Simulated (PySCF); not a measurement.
C₂Si, neutral, multiplicity 1.

```xyz
3

Si     0.0000     0.0000     1.0747
C      0.0000     0.0000    -0.6149
C      0.0000     0.0000    -1.8927
```

Geometry optimised at PBE0-D3(BJ)/def2-TZVP. A frequency run showed that this geometry is not a minimum.

Level of theory: PBE/pcSseg-2 (PySCF). Non-relativistic, no solvent.

**Question.** Give the absolute GIAO shielding of each atom: isotropic value and principal components (ppm). (An estimate is asked for; the answer gives what the named calculation found.)

**Answer.** 
```
atom  σ(iso)     σ11     σ22    σ33    span
----  ------  ------  ------  -----  ------
Si1    195.9  -144.7  -144.7  876.9  1021.6
C2       2.6  -139.5  -139.5  286.8   426.4
C3    -135.9  -340.3  -340.3  272.9   613.1
```
